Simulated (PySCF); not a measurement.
**Telling isomers of C4H11OPSi3 apart by NMR**

[PySCF: PBE0/pcSseg-1 with gauge-including orbitals; structure optimised with GFN2-xTB; relativity neglected; one averaged value for each set of equivalent atoms; isolated molecule; one computed conformer]

Scale: ¹H (σ = 31.72 ppm) and ¹³C (σ = 186.93 ppm) vs TMS (reference shieldings calculated alike). Splittings of carbon signals by F and P are missing where no couplings were computed. Where no couplings were computed, multiplicities follow the n + 1 count of equivalent neighbours, and m marks all less simple cases (inequivalent or close neighbours, rings, F or P nearby). Shifts are as computed. Against solution values, carbons near 30 ppm lie about +3 ppm off and those near 130 ppm about +5 ppm. Of 1309 compounds with measured shifts, 239 miss one by over three times the rms of a fit or turn the order of signals round; such compounds aren't used in these exercises.

(1) Tabulate the signals of `CC(=O)C#C[Si@H](P)[SiH2][SiH3]`, `CC(=O)C#C[SiH2][Si@H]([SiH3])P` and their relative energies.

(2) What is the quickest way to tell CC(=O)C#C[Si@H](P)[SiH2][SiH3] from CC(=O)C#C[SiH2][Si@H]([SiH3])P?

Answers

(1) 
```json
{"SMILES": "CC(=O)C#C[Si@H](P)[SiH2][SiH3]", "carbon types": "3×C 1×CH3", "δC": "187.5, 113.4, 101.0, 36.6", "δH": "4.64 (m, 1H), 3.59 (m, 3H), 3.53 (m, 1H), 3.47 (m, 1H), 2.35 (s, 3H), 1.68 (m, 2H)", "E rel. (kcal/mol)": "0.3"}
{"SMILES": "CC(=O)C#C[SiH2][Si@H]([SiH3])P", "carbon types": "3×C 1×CH3", "δC": "187.9, 113.6, 95.4, 36.4", "δH": "4.60 (m, 1H), 4.50 (m, 1H), 4.37 (m, 1H), 3.55 (m, 3H), 2.37 (s, 3H), 1.47 (m, 2H)", "E rel. (kcal/mol)": "0.0"}
```

Energies are electronic energies at PBE0/pcSseg-1 on these geometries, without zero-point or thermal terms, each for the one conformer computed, which needn't be the lowest.

(2) Both give the same number of carbon signals, with the same numbers of each carbon type, so the positions decide. The first has an alkyne carbon (C) at 101.0 ppm, the second an alkyne carbon (C) at 95.4 ppm. Their most deshielded carbons lie at 187.5 and 187.9 ppm.
